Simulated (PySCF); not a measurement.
Al(H)(Me)(PH2) (CH6AlP), SMILES [CH3][AlH][PH2]. Geometry optimised at B3LYP-D3(BJ)/def2-SVP. One conformer was computed; it need not be the lowest.

Computed equilibrium geometry at B3LYP-D3(BJ)/def2-SVP (PySCF confirms it by a frequency run) as Cartesian coordinates in Å (one conformer of several):
```xyz
9

Al    -0.2901     0.0193    -0.7719
H     -0.9676    -0.8445    -1.9210
C     -0.0072     1.9448    -1.0005
H      0.6546     2.1407    -1.8634
H      0.4374     2.4315    -0.1179
H     -0.9627     2.4527    -1.2238
P      0.1670    -1.0342     1.2674
H      1.4199    -0.3766     1.4708
H      0.7274    -2.2108     0.6816
```
